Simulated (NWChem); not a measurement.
Molecule: Si2H5O2F; SMILES [SiH2](O)O[SiH2]F

```xyz
10

O      1.1694     1.4510     0.4034
Si    -0.4099     1.5146    -0.0870
O     -1.0591    -0.0273    -0.0768
Si    -0.4257    -1.5399     0.0009
F      1.1141    -1.4351    -0.5356
H      1.7361     0.8275    -0.0657
H     -1.1320     2.3569     0.8950
H     -0.5553     2.0337    -1.4755
H     -1.1656    -2.4464    -0.9088
H     -0.3688    -2.0397     1.3964
```
Atoms are numbered in this order, from 1.

Results from NWChem. The geometry was optimised at PBE0/def2-SVP. Level: M05-2X/def2-SVP with SMD (1 M gas to 1 M solution), gas-phase geometry. Reactions with the solvent are ignored.

### Question
Order these by “dipole in solution (D)”, lowest first: 2-propanol; anisole; cyclohexane.

### Answer
cyclohexane (1.22), anisole (1.27), 2-propanol (1.36)
